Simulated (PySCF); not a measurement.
NICS in isomers of C8H11N.

Definitions: NICS(0) = −σiso at the ring centroid; NICS(1) = −σiso and NICS(1)zz = −σzz at ±1 Å along the ring normal z. Level: GIAO PBE0/pcSseg-1 (PySCF, non-relativistic, gas phase) on the GFN2-xTB geometries, one conformer each. Atom numbers follow the mapped SMILES.

Question: Order these rings by mean NICS(1)zz, lowest (most negative) first (ppm).
A. ring C3–C4–C5–N9–C8 in `[CH:1]#[C:2][C@@H:3]1[CH2:4][C@@H:5]2[CH2:6][CH2:7][C@H:8]1[NH:9]2`
B. ring C2–C3–C4–C5–C6–C8 in `[CH3:1][c:2]1[cH:3][cH:4][cH:5][c:6]([CH3:7])[c:8]1[NH2:9]`
C. ring C4–C5–C6–C7–C8–N9 in `[CH3:1][CH2:2][CH2:3][c:4]1[cH:5][cH:6][cH:7][cH:8][n:9]1`
D. ring C6–C7–C8–C9 in `[N:1]#[C:2][C@@H:3]1[CH2:4][CH2:5][C@H:6]2[CH2:7][C@@H:8]1[CH2:9]2`

Answer: C (-28.0), B (-25.7), A (-8.6), D (-3.1).

```csv
SMILES,ring,NICS(0),NICS(1),NICS(1)zz,HOMA,rms pucker (Å),ring atoms with four or more neighbours
CCCc1ccccn1,6-membered ring with N; formal bonds all aromatic,-7.1,-11.0,-28.0,0.99,0.00,0
Cc1cccc(C)c1N,6-membered carbocycle; formal bonds all aromatic,-8.8,-10.8,-25.7,0.98,0.00,0
C#C[C@@H]1C[C@@H]2CC[C@H]1N2,5-membered ring with N; formal bonds all single,-10.2,-7.1,-8.6,–,0.27,4
N#C[C@@H]1CC[C@H]2C[C@@H]1C2,4-membered carbocycle; formal bonds all single,-4.2,-2.5,-3.1,–,0.18,4
```

NICS(0) gives another order. The isotropic NICS(1) gives the same order. HOMA uses Krygowski's 1993 parameters; it is left out where a ring has a four-coordinate atom, a triple bond, no multiple bond or a kind of bond without parameters. NICS(1) and NICS(1)zz are means over the two faces.
